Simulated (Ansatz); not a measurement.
Calculated with Ansatz (gas phase, PBE0-D4/def2-TZVP geometries, no zero-point term in ΔE). CBS: MP2 limit from def2 TZ/QZ plus the TZ coupled-cluster correction, frozen cores. This one scheme is used for every species. DFT in def2-TZVPP. HSE06 is defined as in plane-wave codes. For Ge outer-core shells are correlated without core-valence functions, which leaves a few kJ/mol of doubt a bond. Scalar relativity is left out up to krypton.

Consider the hydrogenolysis of the Al–C bond: `C#[C][AlH][GeH3]` + H₂ → `[AlH2][GeH3]` + acetylene.

```json
{"level": "LDA (SPW92)", "ΔE (kcal/mol)": "10.4", "difference from CCSD(T)/CBS": "-1.5"}
{"level": "r2SCAN-D4", "ΔE (kcal/mol)": "13.0", "difference from CCSD(T)/CBS": "1.1"}
{"level": "HSE06-D4", "ΔE (kcal/mol)": "11.1", "difference from CCSD(T)/CBS": "-0.8"}
{"level": "ωB97M-V", "ΔE (kcal/mol)": "11.0", "difference from CCSD(T)/CBS": "-0.9"}
{"level": "PBE", "ΔE (kcal/mol)": "11.0", "difference from CCSD(T)/CBS": "-0.9"}
{"level": "revPBE", "ΔE (kcal/mol)": "11.0", "difference from CCSD(T)/CBS": "-0.9"}
{"level": "BHLYP", "ΔE (kcal/mol)": "9.2", "difference from CCSD(T)/CBS": "-2.7"}
{"level": "LC-ωPBE", "ΔE (kcal/mol)": "9.1", "difference from CCSD(T)/CBS": "-2.8"}
{"level": "HF/def2-SVP", "ΔE (kcal/mol)": "6.3", "difference from CCSD(T)/CBS": "-5.6"}
{"level": "MP2/def2-SVP", "ΔE (kcal/mol)": "11.0", "difference from CCSD(T)/CBS": "-0.9"}
{"level": "CCSD/def2-SVP", "ΔE (kcal/mol)": "8.3", "difference from CCSD(T)/CBS": "-3.6"}
{"level": "CCSD(T)/def2-SVP", "ΔE (kcal/mol)": "9.3", "difference from CCSD(T)/CBS": "-2.6"}
{"level": "MP2/def2-TZVPP", "ΔE (kcal/mol)": "13.5", "difference from CCSD(T)/CBS": "1.6"}
{"level": "CCSD(T)/def2-TZVPP", "ΔE (kcal/mol)": "11.7", "difference from CCSD(T)/CBS": "-0.2"}
{"level": "HF/CBS(def2)", "ΔE (kcal/mol)": "7.4", "difference from CCSD(T)/CBS": "-4.5"}
{"level": "CCSD/CBS(def2)", "ΔE (kcal/mol)": "10.7", "difference from CCSD(T)/CBS": "-1.2"}
{"level": "CCSD(T)/CBS", "ΔE (kcal/mol)": "11.9", "difference from CCSD(T)/CBS": "0"}
```

Largest T1 diagnostic among the species: 0.013.

From BLYP to BHLYP (50 % exact exchange), in def2-TZVPP and without D4, ΔE moves by −1.3 kcal/mol. Leaving LDA and LC-ωPBE aside and taking each functional with its dispersion term where it has one, the values, not all of them listed here, spread over 2.9 kcal/mol, from B97M-V to r2SCAN-D4.
